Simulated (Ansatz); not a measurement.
Ansatz (a program for electronic structure) job for Al(I)(Me)(OH) (CH4AlIO), SMILES [CH3][Al]([I])[OH], PBE0-D3(BJ)/def2-SVP. 

Ansatz 0.2 input:
```yaml
crystal:
  periodic: [false, false, false]
  atoms:
    - {symbol: Al, position_ang: [0.09739023, -1.37582567, -0.00000000]}
    - {symbol: I, position_ang: [-0.04686349, 1.12378961, 0.00000000]}
    - {symbol: C, position_ang: [-1.49370831, -2.49481251, 0.00000000]}
    - {symbol: H, position_ang: [-2.12053027, -2.28862594, 0.89199915]}
    - {symbol: H, position_ang: [-1.21958289, -3.56873566, 0.00000000]}
    - {symbol: H, position_ang: [-2.12053028, -2.28862594, -0.89199914]}
    - {symbol: O, position_ang: [1.64548999, -2.11792811, 0.00000000]}
    - {symbol: H, position_ang: [2.47666557, -1.61682790, -0.00000000]}
basis:
  gaussian:
    orbitals: def2-SVP
hamiltonian:
  xc: pbe0
  dispersion: d3bj
relax: {f_tol: 0.002, max_steps: 200}
```

It prints:

```
WARN ansatz: RAYON_NUM_THREADS=1 ignored (pool sized by the plan → 1); use --threads N
Functional definition: PBE0
integrals: 0.05 GiB planned
1059 factors; integrals over basis functions are off by at most 4.0e-4 eV
mean field: 0.38 GiB planned
mean field evaluation 1: about -17831.0786 eV, gradient 6.5e1 eV
mean field evaluation 2: about -17813.6797 eV, gradient 1.1e2 eV
mean field evaluation 4: about -17839.6615 eV, gradient 5.4e0 eV
mean field evaluation 8: about -17839.7476 eV, gradient 4.3e-2 eV
mean field evaluation 16: about -17839.7476 eV, gradient 2.7e-5 eV
mean field -17839.74756461 eV, -655.5986307841 hartree, gradient 2.7e-5 eV, S^2 0.000000; 0 other end points of the search recorded, 0 dependent functions left out
the calculation of the forces begins
reference -17839.74759173 eV, -655.5986317807 hartree; 28, 28 occupied and 64, 64 virtual orbitals, 1059 factors
relax step   1: F+E_penalty+E_count = -17839.89302266 eV  Δ(F+E_penalty+E_count) = +0.000e0 eV  max|allowed force component| = 5.450e-1 eV/Å  Δτ_max = 0.0000 Å  (28 SCF iters, accepted)
these checks for a lower state are left out or cut short: starts, cluster_reference, orbital_swaps, neighbouring_geometries, increment
integrals: 0.05 GiB planned
1059 factors; integrals over basis functions are off by at most 3.9e-4 eV
mean field: 0.38 GiB planned
mean field -17839.75714437 eV, -655.5989828340 hartree, gradient 1.2e-5 eV, S^2 0.000000; 0 other end points of the search recorded, 0 dependent functions left out
the calculation of the forces begins
reference -17839.75717144 eV, -655.5989838288 hartree; 28, 28 occupied and 64, 64 virtual orbitals, 1059 factors
relax step   2: F+E_penalty+E_count = -17839.90388068 eV  Δ(F+E_penalty+E_count) = -1.086e-2 eV  max|allowed force component| = 2.681e-1 eV/Å  Δτ_max = 0.0400 Å  (32 SCF iters, accepted)
these checks for a lower state are left out or cut short: starts, cluster_reference, orbital_swaps, neighbouring_geometries, increment
integrals: 0.05 GiB planned
1059 factors; integrals over basis functions are off by at most 3.9e-4 eV
mean field: 0.38 GiB planned
mean field evaluation 32: about -17839.7597 eV, gradient 1.2e-5 eV
mean field -17839.75965288 eV, -655.5990750199 hartree, gradient 1.2e-5 eV, S^2 0.000000; 0 other end points of the search recorded, 0 dependent functions left out
the calculation of the forces begins
reference -17839.75967995 eV, -655.5990760146 hartree; 28, 28 occupied and 64, 64 virtual orbitals, 1059 factors
relax step   3: F+E_penalty+E_count = -17839.90633289 eV  Δ(F+E_penalty+E_count) = -2.452e-3 eV  max|allowed force component| = 8.751e-2 eV/Å  Δτ_max = 0.0131 Å  (33 SCF iters, accepted)
these checks for a lower state are left out or cut short: starts, cluster_reference, orbital_swaps, neighbouring_geometries, increment
integrals: 0.05 GiB planned
1059 factors; integrals over basis functions are off by at most 3.9e-4 eV
mean field: 0.38 GiB planned
mean field -17839.76002767 eV, -655.5990887932 hartree, gradient 8.4e-6 eV, S^2 0.000000; 0 other end points of the search recorded, 0 dependent functions left out
the calculation of the forces begins
reference -17839.76005476 eV, -655.5990897886 hartree; 28, 28 occupied and 64, 64 virtual orbitals, 1059 factors
relax step   4: F+E_penalty+E_count = -17839.90670543 eV  Δ(F+E_penalty+E_count) = -3.725e-4 eV  max|allowed force component| = 5.167e-2 eV/Å  Δτ_max = 0.0028 Å  (26 SCF iters, accepted)
these checks for a lower state are left out or cut short: starts, cluster_reference, orbital_swaps, neighbouring_geometries, increment
integrals: 0.05 GiB planned
1059 factors; integrals over basis functions are off by at most 3.9e-4 eV
mean field: 0.38 GiB planned
mean field -17839.76046507 eV, -655.5991048673 hartree, gradient 1.2e-5 eV, S^2 0.000000; 0 other end points of the search recorded, 0 dependent functions left out
the calculation of the forces begins
reference -17839.76049220 eV, -655.5991058644 hartree; 28, 28 occupied and 64, 64 virtual orbitals, 1059 factors
relax step   5: F+E_penalty+E_count = -17839.90690048 eV  Δ(F+E_penalty+E_count) = -1.951e-4 eV  max|allowed force component| = 6.007e-2 eV/Å  Δτ_max = 0.0160 Å  (31 SCF iters, accepted)
these checks for a lower state are left out or cut short: starts, cluster_reference, orbital_swaps, neighbouring_geometries, increment
integrals: 0.05 GiB planned
1059 factors; integrals over basis functions are off by at most 3.9e-4 eV
mean field: 0.38 GiB planned
mean field -17839.76086624 eV, -655.5991196100 hartree, gradient 9.2e-6 eV, S^2 0.000000; 0 other end points of the search recorded, 0 dependent functions left out
the calculation of the forces begins
reference -17839.76089336 eV, -655.5991206068 hartree; 28, 28 occupied and 64, 64 virtual orbitals, 1059 factors
relax step   6: F+E_penalty+E_count = -17839.90743044 eV  Δ(F+E_penalty+E_count) = -5.300e-4 eV  max|allowed force component| = 2.778e-2 eV/Å  Δτ_max = 0.0092 Å  (25 SCF iters, accepted)
these checks for a lower state are left out or cut short: starts, cluster_reference, orbital_swaps, neighbouring_geometries, increment
integrals: 0.05 GiB planned
1059 factors; integrals over basis functions are off by at most 3.9e-4 eV
mean field: 0.38 GiB planned
mean field -17839.76097536 eV, -655.5991236200 hartree, gradient 1.3e-5 eV, S^2 0.000000; 0 other end points of the search recorded, 0 dependent functions left out
the calculation of the forces begins
reference -17839.76100247 eV, -655.5991246166 hartree; 28, 28 occupied and 64, 64 virtual orbitals, 1059 factors
relax step   7: F+E_penalty+E_count = -17839.90748272 eV  Δ(F+E_penalty+E_count) = -5.228e-5 eV  max|allowed force component| = 1.425e-2 eV/Å  Δτ_max = 0.0086 Å  (25 SCF iters, accepted)
these checks for a lower state are left out or cut short: starts, cluster_reference, orbital_swaps, neighbouring_geometries, increment
integrals: 0.05 GiB planned
1059 factors; integrals over basis functions are off by at most 3.9e-4 eV
mean field: 0.38 GiB planned
mean field evaluation 64: about -17839.7610 eV, gradient 4.0e-5 eV
mean field -17839.76096537 eV, -655.5991232531 hartree, gradient 6.5e-5 eV, S^2 0.000000; 0 other end points of the search recorded, 0 dependent functions left out
the calculation of the forces begins
reference -17839.76099250 eV, -655.5991242499 hartree; 28, 28 occupied and 64, 64 virtual orbitals, 1059 factors
relax step   8: F+E_penalty+E_count = -17839.90750311 eV  Δ(F+E_penalty+E_count) = -2.039e-5 eV  max|allowed force component| = 1.041e-3 eV/Å  Δτ_max = 0.0021 Å  (21 SCF iters, accepted)
integrals: 0.05 GiB planned
1059 factors; integrals over basis functions are off by at most 3.9e-4 eV
mean field: 0.38 GiB planned
mean field -17839.76096537 eV, -655.5991232531 hartree, gradient 6.5e-5 eV, S^2 0.000000; 1 other end points of the search recorded, 0 dependent functions left out
the calculation of the forces begins
reference -17839.76099250 eV, -655.5991242499 hartree; 28, 28 occupied and 64, 64 virtual orbitals, 1059 factors
Total energy: -17839.90753023 eV, -655.6045094124 hartree
Atom 0 at     0.096416    -1.382679    -0.000000 Å, force     0.000054    -0.000591    -0.000000 eV/Å
Atom 1 at    -0.059526     1.098373    -0.000000 Å, force    -0.000279     0.000206     0.000000 eV/Å
Atom 2 at    -1.488543    -2.490046    -0.000000 Å, force    -0.000737    -0.000867     0.000000 eV/Å
Atom 3 at    -2.111168    -2.283739     0.885364 Å, force     0.000146     0.000109    -0.000397 eV/Å
Atom 4 at    -1.222983    -3.558154    -0.000000 Å, force    -0.000296     0.000906    -0.000000 eV/Å
Atom 5 at    -2.111168    -2.283739    -0.885364 Å, force     0.000146     0.000109     0.000397 eV/Å
Atom 6 at     1.637835    -2.095240    -0.000000 Å, force     0.001041     0.000230    -0.000000 eV/Å
Atom 7 at     2.477467    -1.632369     0.000000 Å, force    -0.000074    -0.000103    -0.000000 eV/Å
Dipole moment:     0.050159    -0.181293     0.000000 e Å
```

Self-consistency was reached.

Cost: around 30 core-seconds (rough).
